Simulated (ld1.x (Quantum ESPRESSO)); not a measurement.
## Before and after: TM potential for P

ld1.x (Quantum ESPRESSO) 7.5 input, shortened:

```
&input
   title='P', zed=15., rel=1, dft='PBESOL', iswitch=3,
   config='[Ne] 3s2 3p3'
 /
 &inputp
   pseudotype=2, tm=.true., lloc=0,
   nlcc=.false.
 /
2
3P  2  1   3.00   0.00  1.20  1.20  0.0
3S  1  0   2.00   0.00  1.40  1.40  0.0
 &test
   configts(1)='3s2 3p3'
 /
```

All-electron outer shells of the reference configuration (PBEsol, scalar-relativistic, ld1.x):

```
shell  level (eV)  outermost node (bohr)  outermost maximum (bohr)
   2s     -173.57                   0.14                      0.42
   2p     -124.33                      –                      0.36
   3s      -13.92                   0.66                      1.58
   3p       -5.48                   0.64                      1.83
```

Change: all radii scaled by about 1.22 (s 1.72, p 1.46 bohr).

Cutoffs: the cutoffs (Ry, on a coarse ladder) from which the occupation-weighted sum of valence levels, in a spherical-Bessel basis at the reference potential, stays within 10 and 1 mRy of its value at 400 Ry; they do not see the model core or the augmentation charge, which bear on the density cutoff. Errors are all-electron minus pseudo energies relative to the spin-unpolarised reference configuration.

Q: What does the change do?

A: The potential gets softer (70 Ry and 100 Ry → 35 Ry and 55 Ry); of the 7 tests that both files solve, the error grows in 3 and shrinks in 1 by more than 15 % and 0.3 meV (median size 3.9 → 2.9 meV); neither file shows a bound ghost. A larger radius leaves more room for a smooth pseudo-wave, so fewer plane waves are needed.

| quantity | base | changed |
| --- | --- | --- |
| cutoff, loose | 70 Ry | 35 Ry |
| cutoff, tight | 100 Ry | 55 Ry |
| loose cutoff by channel (10 mRy a level) | p 60 Ry, s 18 Ry | p 8 Ry, s 15 Ry |
| bound ghosts | none | none |
| error for 3s2 3p2, meV [ΔE 9.70 eV] | +2.7 | +2.9 |
| error for 3s2 3p1, meV [ΔE 28.81 eV] | +17 | +21 |
| error for 3s2 3p0, meV [ΔE 58.52 eV] | +56 | +73 |
| error for 3s2 3p2.5, meV [ΔE 3.76 eV] | +0.5 | +0.4 |
| error for 3s2 3p3.3, meV [ΔE -1.30 eV] | +0.2 | +0.2 |
| error for 3s1 3p4, meV [ΔE 8.51 eV] | +3.9 | +1.8 |
| error for 3s1 3p0, meV [ΔE 110.43 eV] | +190 | +222 |
